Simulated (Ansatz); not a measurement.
Cost and result for the atomization energy of `FC(F)(F)C(Cl)(Cl)Cl` (8 atoms, 7 bonds).

The species carries charge 0 and has multiplicity 1. Geometry: relaxed with PBE0-D4/def2-TZVP. Program: Ansatz. All runs use 2 threads of an AMD EPYC 7R13 on a shared host and a share of an NVIDIA H100 80 GB. Times are those of one run each, without the atoms' runs, and a repeat can differ threefold. Electronic energies, without spin–orbit coupling; frozen cores. CCSD(T)/CBS adds CCSD(T) − MP2 in def2-TZVPP to the MP2 limit, and its time is that of the two runs behind it. T1 = 0.011. B3LYP takes the VWN-RPA correlation (the form of Gaussian; ORCA's B3LYP/G). HSE06 is the plane-wave form, built on full-range PBE exchange.

CCSD(T)/CBS is a level of theory with its own doubt, some kJ/mol a heavy atom from the limit and from the frozen cores, so smaller differences don't rank the functionals.

```json
{"level": "RPA@PBE/def2-TZVPP", "functions": "281", "wall time": "2.9 s", "atomization (kJ/mol)": "2460.3", "difference from CCSD(T)/CBS": "-367.0", "per bond": "-52.4"}
{"level": "revPBE-D4/def2-TZVPP", "functions": "281", "wall time": "4 s", "atomization (kJ/mol)": "2882.5", "difference from CCSD(T)/CBS": "55.2", "per bond": "7.9"}
{"level": "PBE-D4/def2-TZVPP (with forces)", "functions": "281", "wall time": "4.6 s", "atomization (kJ/mol)": "3014.8", "difference from CCSD(T)/CBS": "187.5", "per bond": "26.8"}
{"level": "CCSD(T)/def2-SVP", "functions": "124", "wall time": "4.9 s", "atomization (kJ/mol)": "2645.0", "difference from CCSD(T)/CBS": "-182.3", "per bond": "-26.0"}
{"level": "PBE0-D4/def2-TZVPP", "functions": "281", "wall time": "5.5 s", "atomization (kJ/mol)": "2877.9", "difference from CCSD(T)/CBS": "50.6", "per bond": "7.2"}
{"level": "HSE06-D4/def2-TZVPP", "functions": "281", "wall time": "6 s", "atomization (kJ/mol)": "2881.7", "difference from CCSD(T)/CBS": "54.4", "per bond": "7.8"}
{"level": "MP2/def2-QZVPP", "functions": "495", "wall time": "6 s", "atomization (kJ/mol)": "2970.4", "difference from CCSD(T)/CBS": "143.1", "per bond": "20.5"}
{"level": "r2SCAN-D4/def2-TZVPP (with forces)", "functions": "281", "wall time": "7 s", "atomization (kJ/mol)": "2872.5", "difference from CCSD(T)/CBS": "45.2", "per bond": "6.5"}
{"level": "B3LYP-D4/def2-TZVPP (with forces)", "functions": "281", "wall time": "7.5 s", "atomization (kJ/mol)": "2776.7", "difference from CCSD(T)/CBS": "-50.6", "per bond": "-7.2"}
{"level": "ωB97X-V/def2-TZVPP", "functions": "281", "wall time": "8 s", "atomization (kJ/mol)": "2847.9", "difference from CCSD(T)/CBS": "20.6", "per bond": "3.0"}
{"level": "ωB97M-V/def2-TZVPP (with forces)", "functions": "281", "wall time": "11 s", "atomization (kJ/mol)": "2856.6", "difference from CCSD(T)/CBS": "29.3", "per bond": "4.2"}
{"level": "CCSD(T)/def2-TZVPP", "functions": "281", "wall time": "14 s", "atomization (kJ/mol)": "2721.0", "difference from CCSD(T)/CBS": "-106.3", "per bond": "-15.2"}
{"level": "CCSD(T)/CBS(def2)", "functions": "–", "wall time": "20 s", "atomization (kJ/mol)": "2827.3", "difference from CCSD(T)/CBS": "0.0", "per bond": "0.0"}
```

The D4 term adds +49.3 kJ/mol with B3LYP and +25.5 kJ/mol with PBE0; it sums over pairs of atoms, weighted by their polarisabilities, and B3LYP, whose exchange is more repulsive, gets the larger term. From BLYP to BHLYP (50 % exact exchange), in def2-TZVPP and without D4, the atomization energy moves by −191.8 kJ/mol: exact exchange takes away binding that semilocal exchange gives to molecules. In def2-TZVPP, CCSD(T) changes the Hartree–Fock value by +942.1 kJ/mol (the triples alone add +92.8 kJ/mol) and MP2 by +1129.4 kJ/mol; breaking electron pairs costs correlation energy, which Hartree–Fock lacks.
